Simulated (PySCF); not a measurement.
Start geometry of `c1cccc([Se]C)c1` from GFN2-xTB (Å):
```
atom  x, y, z in Å
C1     3.0764    0.1540   -0.1327
Se2    1.8583   -1.2737   -0.6765
C3     0.1222   -0.5445   -0.2522
C4    -0.9273   -1.3435   -0.5203
C5    -2.2361   -0.8987   -0.2448
C6    -2.4212    0.3688    0.3203
C7    -1.3094    1.1583    0.5946
C8    -0.0233    0.7197    0.3086
H9     2.8300    1.0793   -0.6940
H10    4.0621   -0.1613   -0.3495
H11    2.9479    0.3594    0.9394
H12   -0.8013   -2.3237   -0.9451
H13   -3.1132   -1.5101   -0.4588
H14   -3.4295    0.7214    0.5506
H15   -1.4600    2.1288    1.0302
H16    0.8053    1.3636    0.5409
```

**Question.** What comes out of this run: PySCF, PBE0-D3(BJ)/def2-SVP geometry optimisation, gas phase?

**Answer.** 
```
atom  x, y, z in Å
C1     3.008    0.282   -0.264
Se2    1.904   -1.265   -0.621
C3     0.185   -0.566   -0.200
C4    -0.915   -1.400   -0.450
C5    -2.204   -0.968   -0.159
C6    -2.419    0.301    0.380
C7    -1.329    1.131    0.626
C8    -0.031    0.705    0.342
H9     2.706    1.133   -0.890
H10    4.033   -0.013   -0.530
H11    2.981    0.556    0.799
H12   -0.759   -2.394   -0.878
H13   -3.051   -1.630   -0.361
H14   -3.433    0.640    0.605
H15   -1.483    2.127    1.049
H16    0.805    1.374    0.549
```

The energy falls by 17.3 kJ/mol over 6 energy and gradient evaluations, the largest force component goes from 0.0597 to 3.9e-04 Eh/bohr, and the atoms move by 0.059 Å rms after alignment. The bond that changes most is C3–C4 (substituted aromatic carbon to aromatic CH carbon), which lengthens by 0.056 Å. Bonds longer at the end by more than 0.005 Å: 7 of 16; shorter: 4. Among the angles that change most is C4–C3–C8, from 122.6° to 119.2°. Rotational constants go from 3730, 859.5, 701.7 to 3701, 858.6, 700.6 MHz. The orientation of the end geometry is arbitrary; only internal coordinates are fixed.

The run used 170 basis functions and 43 SCF cycles in all.

Whether it is a minimum is left open (no frequencies). The numbers are those of one conformer.
